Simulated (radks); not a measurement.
The numbers below are computed, except where a source is named.
Initial-state core-level shifts of neutral praseodymium when its valence configuration changes from [Xe] 4f3 6s2. Level of theory: Dirac Kohn-Sham, PBE, spin-unpolarised, spherical densities, finite nucleus; open shells fill j = l - 1/2 first; Fermi nuclear charge, rms radius 4.8919 fm (a radial shooting solver on a logarithmic mesh with Libxc functionals). Shifts are changes of the shell-averaged eigenvalues in eV (positive: less bound); the change of the density at the nucleus, which sets a Mossbauer isomer shift, is in e/bohr^3, on a base of 4.169e+05.

| valence | 2s | 2p | 3p | 3d | density at nucleus |
|---|---|---|---|---|---|
| 4f3 5d1 6s1 | +1.090 | +1.091 | +1.028 | +1.038 | -18.48 |
| 4f1 5d2 6s2 | -14.321 | -14.095 | -16.479 | -16.277 | +55.86 |
| 4f2 6s2 6p1 | -9.574 | -9.474 | -10.448 | -10.372 | +35.80 |
| 4f3 5d0.5 6s1.5 | +0.620 | +0.621 | +0.589 | +0.594 | -9.85 |
| 4f2.5 6s2 6p0.5 | -4.416 | -4.372 | -4.802 | -4.769 | +16.24 |
| 4f2 5d1 6s2 | -6.439 | -6.343 | -7.362 | -7.274 | +25.21 |
| 4f3 6s1.5 6p0.5 | -0.515 | -0.516 | -0.507 | -0.508 | -7.28 |
